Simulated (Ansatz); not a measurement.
Frontier orbitals of CH6AlFSi (`C[SiH2][AlH][F]`).

The species carries charge 0 and has multiplicity 1. Geometry: relaxed with PBE0-D4/def2-TZVP. It is one conformer, not always the lowest. Basis def2-TZVPP, Ansatz.

```csv
functional,HOMO (eV),LUMO (eV),gap (eV)
PBE,-6.40,-2.41,3.99
PBE0,-7.52,-1.67,5.85
BHLYP,-8.56,-0.90,7.66
LC-ωPBE,-10.09,0.37,10.46
ωB97M-V,-9.52,-0.02,9.50
```

From PBE to PBE0 the HOMO moves by −1.12 eV and the LUMO by +0.75 eV, and with ωB97M-V by −3.12 and +2.39 eV, so the gap grows from 3.99 to 9.50 eV with exact exchange.

LC-ωPBE has ω = 0.4 bohr⁻¹.
